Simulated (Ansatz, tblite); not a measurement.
Forces on the cluster Cs3I4 at its PBE0-D4/def2-SVP geometry. The state is a doublet with charge 0.

In the def2 sets Cs, I take a core potential; there is no spin–orbit coupling. The xTB rows come from tblite. In the doublet, I5 and I7 lie 3.26 Å apart (atoms count from 1), so these atoms are partly bonded to each other. The structure comes from a short search, and lower isomers may exist.

GFN1-xTB (tblite), largest force 0.45 eV/Å:

```xyz
7
positions Å, forces eV/Å
Cs    3.061    1.604   -2.652    0.009    0.003   -0.008
Cs   -1.717   -0.484   -1.360    0.021    0.001    0.058
Cs    0.947    0.060    2.028   -0.050   -0.013   -0.032
I     0.283    2.700   -0.668   -0.063    0.103    0.034
I    -2.848    0.335    2.191    0.187   -0.405   -0.086
I     1.967   -1.532   -1.292    0.026   -0.123   -0.002
I    -1.693   -2.683    1.752   -0.130    0.434    0.036
```

GFN2-xTB (tblite), largest force 0.28 eV/Å:

```
Cs -0.014 -0.008 0.010
Cs -0.095 -0.045 0.071
Cs -0.085 -0.044 0.085
I 0.129 -0.238 -0.061
I 0.002 0.205 -0.034
I -0.075 0.266 0.016
I 0.138 -0.136 -0.087
```

PBE-D4/def2-TZVP (Ansatz), largest force 0.10 eV/Å:

```
Cs -0.069 -0.038 0.058
Cs 0.024 0.009 0.007
Cs -0.004 0.005 -0.024
I 0.029 -0.023 -0.015
I 0.007 0.001 -0.009
I 0.001 0.038 -0.009
I 0.011 0.008 -0.007
```
